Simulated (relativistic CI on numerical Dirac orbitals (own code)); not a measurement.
# The 12-electron sequence from Mg I to Co XVI

These numbers are calculated, not measured: Dirac-Coulomb-Breit CI, orbitals from a KLI potential per configuration, model QED (radiative potential, 1s self-energy scaled to tabulated hydrogen-like ionisation energies), valence Slater integrals scaled by 0.9, P86 correlation energy added to each configuration (own radial code, finite nucleus).

Configurations in the expansion (outside the closed core [Ne]): 3s2, 3s.3p, 3p2, 3s.3d, 3d2, 3p.3d, 3p.4s. Levels of other configurations are missing.

Energies above each ion's lowest level, in eV. Levels are followed by their leading LS label, which can pass from one level to another where the coupling changes.

```csv
Ion,3s2 1S_0,3s.3p 3P°_0,3s.3p 3P°_1,3s.3p 3P°_2,3s.3p 1P°_1
Mg I,0,2.5379,2.5402,2.5449,4.6494
Al II,0,4.4281,4.4352,4.4498,7.5067
Si III,0,6.3325,6.3478,6.3791,10.256
P IV,0,8.2318,8.2593,8.3158,12.96
S V,0,10.124,10.169,10.261,15.643
Cl VI,0,12.01,12.078,12.22,18.316
Ar VII,0,13.893,13.991,14.198,20.989
K VIII,0,15.774,15.911,16.201,23.668
Ca IX,0,17.655,17.839,18.236,26.362
Sc X,0,19.537,19.779,20.309,29.078
Ti XI,?,?,?,?,?
V XII,0,23.308,23.7,24.592,34.598
Cr XIII,0,25.2,25.686,26.817,37.417
Mn XIV,0,27.096,27.691,29.106,40.285
Fe XV,0,28.997,29.715,31.467,43.209
Co XVI,0,30.905,31.761,33.908,46.198
```

Question: Fill in the row of Ti XI.

Answer: 3s2 1S_0 0, 3s.3p 3P°_0 21.421, 3s.3p 3P°_1 21.732, 3s.3p 3P°_2 22.425, 3s.3p 1P°_1 31.821 (eV).

The lowest level keeps the configuration 3s2 and J = 0 throughout.

Between Z = 24 and 27 the energy of 3s.3p 3P°_0 follows a local power law Z^1.7. For orientation: electrostatic splittings inside a shell grow about linearly with the screened charge, excitations that change n as its square, and fine structure as its fourth power; written in Z itself the exponents are larger, since the screened charge grows faster in proportion.

The members near neutrality are the least accurate: they can be off by several eV, miss lower levels of configurations outside the list, or start from a wrong lowest level.
